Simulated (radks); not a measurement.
Question: The hafnium ion Hf4+, 68 electrons, occupied as [Xe] 4f14. Calculated with a radial shooting solver on a logarithmic mesh with Libxc functionals: scalar-relativistic Kohn-Sham, PBEsol, spin-polarised, spherical densities, finite nucleus; Fermi nuclear charge, rms radius 5.347 fm. Some entries of the table are withheld. Estimate them.

orbital,occ.,eigenvalue (Ry),<r^2> (bohr^2)
1s,2,-4798.147,0.0004954
2s,2,-823.1719,(1)
2p,6,(2),0.006286
3s,2,-189.8763,0.04981
3p,6,-160.0663,0.05043
3d,10,-124.7195,0.04188
4s,2,-40.64365,0.2478
4p,6,-30.86093,(3)
4d,10,-18.20725,(4)
5s,2,(5),1.417
5p,6,-5.56919,(6)
4f,14,-4.26163,0.5730

Answer: 
(1) 2s <r^2> (bohr^2): 0.007646
(2) 2p eigenvalue (Ry): -723.4301
(3) 4p <r^2> (bohr^2): 0.2821
(4) 4d <r^2> (bohr^2): 0.3327
(5) 5s eigenvalue (Ry): -7.93185
(6) 5p <r^2> (bohr^2): 1.917
